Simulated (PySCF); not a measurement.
SnHCl3, optimised at PBE/def2-SVP:

```xyz
5

Sn    -0.0358     0.0175    -0.0037
Cl     0.0197     0.9155    -2.1776
Cl     0.0138    -2.3271    -0.1917
Cl     1.9261     0.6930     1.1053
H     -1.4360     0.5398     0.8450
```

Energies from PySCF (xtb for GFN2), thermal terms from the rigid-rotor harmonic-oscillator model, ideal gas at 1 bar. All species are closed-shell singlets. Sn: scalar-relativistic def2 core potential, no spin-orbit coupling. SnHCl3: computed as isolated molecules; such fragments, hydroxides, amides, oligomers or adducts are transient or little studied in the gas.

Q: List the harmonic frequencies (cm⁻¹, unscaled) at this level and at the other levels, each on its own geometry.

A: 
- PBE/def2-SVP: 104, 104, 124, 354, 379, 379, 534, 535, 1885
- GFN2-xTB: 95, 95, 102, 284, 323, 323, 431, 431, 1310
- PBE0/def2-TZVP: 108, 109, 131, 378, 392, 392, 555, 556, 2000
